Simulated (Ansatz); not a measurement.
B$_{2}$ClH$_{6}$NSi, SMILES `BB(Cl)N[SiH3]`, relaxed with RKS PBE0-D4/def2-TZVP in the Gaussian-basis code of Ansatz from a PBE-D4/def2-SVP geometry. The force threshold is 0.005 eV/Å; the program also tests the step.

Total charge 0; spin multiplicity 1.

Start:

```xyz
11

B     0.608    1.035    2.165
B     0.329    0.224    0.729
Cl    1.658   -1.020    0.688
N    -0.573    0.256   -0.348
Si   -0.548   -0.806   -1.783
H     1.385    1.974    2.221
H     0.168    0.626    3.225
H    -1.317    0.960   -0.313
H    -1.678   -0.324   -2.649
H    -0.780   -2.241   -1.407
H     0.748   -0.683   -2.528
```

Task: How much energy does the relaxation release, and in how many steps? (Estimate.)

Result: Computed: 5.16 kJ/mol, in 9 steps, 1 of them rejected.

Task: Which bonds change most? (Best estimate.)

Result: Ansatz gave: N4–Si5 from 1.786 to 1.754 Å; B2–Cl3 from 1.821 to 1.798 Å; B1–H6 from 1.219 to 1.198 Å; B1–H7 from 1.219 to 1.198 Å.

Task: Give the relaxed structure. (Estimate.)

Result: The calculation gave: 
```xyz
11

B     0.582    1.036    2.138
B     0.398    0.164    0.727
Cl    1.673   -1.101    0.638
N    -0.511    0.234   -0.331
Si   -0.547   -0.786   -1.757
H     1.306    1.988    2.194
H     0.076    0.681    3.164
H    -1.224    0.946   -0.273
H    -1.696   -0.300   -2.563
H    -0.759   -2.207   -1.395
H     0.703   -0.654   -2.542
```
